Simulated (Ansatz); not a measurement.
Cost and result for the atomization energy of ClH3SSi2 (`Cl[SiH]1[SiH2]S1`) (7 atoms, 7 bonds).

Total charge 0; spin multiplicity 1. Geometry: relaxed with PBE0-D4/def2-TZVP. Program: Ansatz. All runs use 2 threads of an Arm Neoverse N1 on a shared host. Times are those of one run each, without the atoms' runs, and a repeat can differ threefold. Electronic energies, without spin–orbit coupling; frozen cores. CCSD(T)/CBS adds CCSD(T) − MP2 in def2-TZVPP to the MP2 limit, and its time is that of the two runs behind it. T1 = 0.013. B3LYP takes the VWN-RPA correlation (the form of Gaussian; ORCA's B3LYP/G).

CCSD(T)/CBS is a level of theory with its own doubt, some kJ/mol a heavy atom from the limit and from the frozen cores, so smaller differences don't rank the functionals.

| level | functions | wall time |
| --- | --- | --- |
| CCSD(T)/def2-SVP | 87 | 4 s |
| BLYP-D4/def2-TZVPP | 210 | 4.7 s |
| PBE-D4/def2-TZVPP (with forces) | 210 | 5.5 s |
| PBE0-D4/def2-TZVPP | 210 | 7.5 s |
| CAM-B3LYP-D4/def2-TZVPP | 210 | 8.5 s |
| B3LYP-D4/def2-TZVPP (with forces) | 210 | 12 s |
| B2PLYP/def2-TZVPP | 210 | 12 s |
| r2SCAN-D4/def2-TZVPP (with forces) | 210 | 12 s |
| r2SCANh-D4/def2-TZVPP | 210 | 14 s |
| B97M-V/def2-TZVPP | 210 | 21 s |
| MP2/def2-QZVPP | 370 | 35 s |
| CCSD(T)/def2-TZVPP | 210 | 110 s |
| CCSD(T)/CBS(def2) | – | 2.5 min |

Problem. What atomization energy does each give, and how far from CCSD(T)/CBS? (An estimate is asked.)

Solution. Ansatz gave: 
| level | atomization (kJ/mol) | difference from CCSD(T)/CBS | per bond |
| --- | --- | --- | --- |
| CCSD(T)/def2-SVP | 1909.0 | -220.8 | -31.5 |
| BLYP-D4/def2-TZVPP | 2078.6 | -51.2 | -7.3 |
| PBE-D4/def2-TZVPP (with forces) | 2142.2 | 12.4 | 1.8 |
| PBE0-D4/def2-TZVPP | 2124.7 | -5.1 | -0.7 |
| CAM-B3LYP-D4/def2-TZVPP | 2096.2 | -33.6 | -4.8 |
| B3LYP-D4/def2-TZVPP (with forces) | 2098.1 | -31.7 | -4.5 |
| B2PLYP/def2-TZVPP | 2073.4 | -56.4 | -8.1 |
| r2SCAN-D4/def2-TZVPP (with forces) | 2149.5 | 19.7 | 2.8 |
| r2SCANh-D4/def2-TZVPP | 2137.3 | 7.5 | 1.1 |
| B97M-V/def2-TZVPP | 2176.4 | 46.6 | 6.7 |
| MP2/def2-QZVPP | 2133.6 | 3.8 | 0.5 |
| CCSD(T)/def2-TZVPP | 2048.1 | -81.7 | -11.7 |
| CCSD(T)/CBS(def2) | 2129.8 | 0.0 | 0.0 |

From PBE to PBE0 (25 % exact exchange), in def2-TZVPP and without D4, the atomization energy moves by −14.2 kJ/mol: exact exchange takes away binding that semilocal exchange gives to molecules. The D4 term adds +38.0 kJ/mol with B3LYP and +19.7 kJ/mol with PBE0; it sums over pairs of atoms, weighted by their polarisabilities, and B3LYP, whose exchange is more repulsive, gets the larger term. In def2-TZVPP, CCSD(T) changes the Hartree–Fock value by +510.1 kJ/mol (the triples alone add +41.7 kJ/mol) and MP2 by +547.4 kJ/mol; breaking electron pairs costs correlation energy, which Hartree–Fock lacks.
